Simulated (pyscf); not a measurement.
# `[O]=[GeH][Cl]`, singlet

Gas-phase minimum from PySCF at ωB97X-D3(BJ)/def2-SVP, one conformer. O=GeH–Cl lies 46.8 kcal/mol over its isomer HO–Ge:–Cl [singlet], and others may lie lower still (electronic energy, ωB97M-D3(BJ)). 

```xyz
4

O      1.7838     0.3712    -0.9662
Ge     0.6535    -0.2083     0.0410
Cl     0.9965    -0.5129     2.1226
H     -0.7842    -0.6279    -0.2511
```
Charge 0, spin multiplicity 1.

Bonded distances (Å): O1–Ge2 1.621, Ge2–Cl3 2.132, Ge2–H4 1.526. Bond angles (°): O1–Ge2–Cl3 123.1, O1–Ge2–H4 129.5, Cl3–Ge2–H4 107.4.

Properties at ωB97X-D3(BJ)/def2-SVP:

Harmonic wavenumbers, unscaled: 221, 452, 468, 758, 1037, 2228 cm⁻¹
Zero-point energy: 7.4 kcal/mol
Rotational symmetry number: 1
Entropy of this conformer at 298 K and 1 atm, rigid rotor and harmonic oscillator, modes under 100 cm⁻¹ raised to 100: 288.5 J/(mol K)
Dipole moment: 3.39 D

Single-point totals, which compare only within one level (frozen core for MP2 and CC):

| level | total energy (hartree) |
|---|---|
| ωB97X-D3(BJ)/def2-TZVP | -2613.04699 |
| PBE/def2-TZVP | -2612.51167 |
| r²SCAN/def2-TZVP | -2613.01099 |
| B3LYP-D3(BJ)/def2-TZVP | -2613.14970 |
| PBE0-D3(BJ)/def2-TZVP | -2612.59141 |
| M06-2X/def2-TZVP | -2613.04280 |
| ωB97M-D3(BJ)/def2-TZVP | -2613.16787 |
| HF/def2-TZVPP | -2610.35453 |
| MP2/def2-TZVPP | -2611.03487 |
| CCSD/def2-TZVPP | -2611.04096 |
| CCSD(T)/def2-TZVPP | -2611.07306 |

The CCSD(T) − MP2 part came from Ansatz, without density fitting, on the same reference. The frozen core leaves the outer d or s,p core shells of the metals and heavy elements correlated in the MP2 and CC values, and def2-TZVPP describes them poorly, so these totals are far from the basis limit. Elements up to Kr have no core potential and no relativistic terms here.
